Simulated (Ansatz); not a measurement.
MoCl6⁺. Total charge 1; doublet. Geometry r2SCAN-D4/def2-SVP, that of the neutral singlet; atoms count from 1.

Cartesian coordinates in Å:
```
Mo 0.000 0.000 -0.001
Cl -0.612 1.125 -1.921
Cl 0.614 -1.121 1.922
Cl -0.254 1.942 1.222
Cl 0.251 -1.943 -1.219
Cl 2.213 0.530 -0.390
Cl -2.212 -0.532 0.387
```

In the def2 sets Mo takes a core potential; there is no spin–orbit coupling.

(1) Estimate the Mulliken populations from the PBE0/def2-TZVP orbitals of Ansatz.

(2) Where does the spin sit?

(3) And the Mayer bond orders between bonded heavy atoms (over 0.3)?

## Answers

(1) 
| atom | charge (e) | spin (α − β) | d electrons |
| --- | --- | --- | --- |
| Mo1 | 0.69 | -0.24 | 3.97 |
| Cl2 | 0.07 | 0.30 | – |
| Cl3 | 0.08 | 0.32 | – |
| Cl4 | 0.08 | 0.32 | – |
| Cl5 | 0.07 | 0.31 | – |
| Cl6 | 0.01 | -0.01 | – |
| Cl7 | 0.01 | -0.01 | – |
Mulliken values and Mayer orders depend strongly on the basis.

(2) Summed by element: Mo -0.24, Cl 1.24, of 1 unpaired in all. Largest on single atoms: Cl3 0.32, Cl4 0.32, Cl5 0.31.

(3) Mo1–Cl2 1.10 (2.31 Å); Mo1–Cl3 1.09 (2.31 Å); Mo1–Cl4 1.09 (2.31 Å); Mo1–Cl5 1.10 (2.31 Å); Mo1–Cl6 1.31 (2.31 Å); Mo1–Cl7 1.31 (2.31 Å). Values over 0.3 also appear between atoms too far apart for a bond (Cl2–Cl3 0.34 at 4.62 Å; Cl4–Cl5 0.34 at 4.62 Å); they arise where an orbital or an unpaired electron spreads over both atoms.
